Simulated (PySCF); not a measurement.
Species: `[C@H]1(C=O)C[Si@H](N=C)C1`. The columns A, B, C and D hold Mulliken, IAO, Hirshfeld and ESP-fitted charges (e) of one PBE0/pcSseg-1 density (PySCF), in a shuffled order. Coordinates in Å (GFN2-xTB); the density's dipole moment is (1.91, -0.94, 1.19) D.

```csv
atom,x,y,z,A,B,C,D
C1,3.343,-0.495,-0.251,+0.060,+0.245,-0.072,+0.031
N2,2.137,-0.614,0.050,-0.543,-0.644,-0.515,-0.228
Si3,0.736,0.323,-0.292,+0.844,+0.974,+1.010,+0.395
C4,-0.721,-0.830,-0.705,-0.422,-0.674,-0.554,-0.171
C5,-1.503,-0.288,0.501,-0.350,+0.214,-0.155,-0.037
C6,-2.408,0.834,0.123,+0.295,+0.386,+0.268,+0.137
O7,-2.296,1.512,-0.862,-0.359,-0.443,-0.400,-0.215
C8,-0.342,0.379,1.284,-0.463,-0.640,-0.546,-0.162
H9,3.758,0.321,-0.847,+0.097,+0.019,+0.109,+0.045
H10,4.052,-1.243,0.094,+0.118,+0.057,+0.144,+0.051
H11,0.820,1.575,-1.039,-0.074,-0.172,-0.135,-0.074
H12,-1.242,-0.678,-1.646,+0.145,+0.155,+0.152,+0.028
H13,-0.503,-1.889,-0.595,+0.147,+0.187,+0.157,+0.041
H14,-2.048,-1.037,1.080,+0.134,+0.024,+0.143,+0.045
H15,-3.191,1.058,0.878,+0.079,-0.009,+0.095,+0.039
H16,0.000,-0.261,2.093,+0.153,+0.180,+0.160,+0.043
H17,-0.600,1.348,1.704,+0.139,+0.139,+0.140,+0.030
```

**Question.** Which column most likely holds the ESP-fitted charges?

**Answer.** B. Σ q r misses the density's dipole by 0.03 D (B), 0.67 D (C), 0.68 D (D), 2.04 D (A). Charges fitted to the outside potential are the only set here that is tied to the molecule's multipoles.

**Question.** And the Hirshfeld charges?

**Answer.** D. The mean sizes are 0.104 e (D), 0.260 e (A), 0.280 e (C), 0.304 e (B), and Hirshfeld charges are commonly the smallest of these schemes.

As computed, A = Mulliken, B = ESP-fitted, C = IAO, D = Hirshfeld. Hydrogens on carbon: Mulliken +0.08 to +0.15, ESP-fitted -0.01 to +0.19, IAO +0.10 to +0.16, Hirshfeld +0.03 to +0.05 e.

The IAO scheme counts the electrons in orthogonalised intrinsic atomic orbitals, a minimal basis polarised so that it spans the occupied orbitals exactly. The Mulliken scheme gives each basis function's population to the atom it is centred on and halves the overlap population of two atoms between them.

The structure is a single GFN2-xTB conformer in the gas phase; no vibrational or solvent corrections.

These values come from a run that also computed NMR shieldings. Time: 64 s; peak memory 0.89 GiB. Hardware: an AMD EPYC with one thread, no GPU, shared host with 64 logical CPUs at a one-minute load of 58.

Conformer computed: `[CH2:1]=[N:2][Si@H:3]1[CH2:4][C@H:5]([CH:6]=[O:7])[CH2:8]1`: C1–N2–Si3–C4 139°, C4–C5–C6–O7 -21°.
